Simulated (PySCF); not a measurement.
GeO2, SMILES [O]=[Ge]=[O].

Coordinates come from a TPSSh-D3(BJ)/def2-TZVP optimisation.

Two levels are set side by side: PBE/def2-TZVPD (PySCF) and B3LYP/def2-TZVPD (PySCF). Same geometry, gas phase. Differences are taken from unrounded values.

```
quantity                     B3LYP
---------------------------  -----
orbital gap (eV)              5.59
highest occupied level (eV)  -9.19
lowest empty level (eV)      -3.61
mean polarisability (bohr³)   33.8
```

What does PBE give, and how far is it from B3LYP? (An estimate is asked for; the answer gives what the named calculation found.)


```tsv
quantity	PBE	PBE minus B3LYP
orbital gap (eV)	3.71	-1.88
highest occupied level (eV)	-7.91	1.29
lowest empty level (eV)	-4.20	-0.59
mean polarisability (bohr³)	35.0	1.2
```

Without exact exchange PBE keeps part of each electron's self-repulsion, which lifts occupied levels and narrows the gap. Loosely held outer electrons make PBE densities more polarisable. Differences between two approximate levels are no errors against the true value.

Rough cost on one machine, each run with all the roots and properties that it gave: B3LYP against PBE within a factor of 2.
